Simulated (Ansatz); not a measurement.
`[CH3][Al]([NH2])[CH2]F` + H₂S → `[NH2][Al]([SH])[CH2]F` + CH₄  (ligand exchange at the Al–C bond)

Gas-phase electronic energies from Ansatz, PBE0-D4/def2-TZVP geometries. CCSD(T)/CBS adds triple-zeta CCSD(T) − MP2 to the extrapolated MP2 energy (def2 sets, frozen cores). This one scheme is used for every species. Functionals use def2-TZVPP. B3LYP here is the variant with VWN-RPA as its local correlation; programs differ in this. Each species was taken in one conformer, which may not be the lowest.

| level | ΔE (kJ/mol) | difference from CCSD(T)/CBS |
| --- | --- | --- |
| PBE-D4 | -119.6 | 1.5 |
| PBE0-D4 | -122.1 | -1.0 |
| ωB97M-V | -118.0 | 3.1 |
| r2SCAN | -124.5 | -3.4 |
| PBE0 | -121.1 | 0.0 |
| B3LYP | -118.9 | 2.2 |
| SCS-MP2/def2-TZVPP | -122.5 | -1.4 |
| HF/CBS(def2) | -125.5 | -4.4 |
| MP2/CBS(def2) | -125.4 | -4.3 |
| CCSD/CBS(def2) | -120.6 | 0.5 |
| CCSD(T)/CBS | -121.1 | 0 |

Largest T1 diagnostic among the species: 0.011.

CCSD(T)/CBS has its own doubt, a few kJ/mol and more with outer-core shells, so smaller differences from it don't rank the levels.
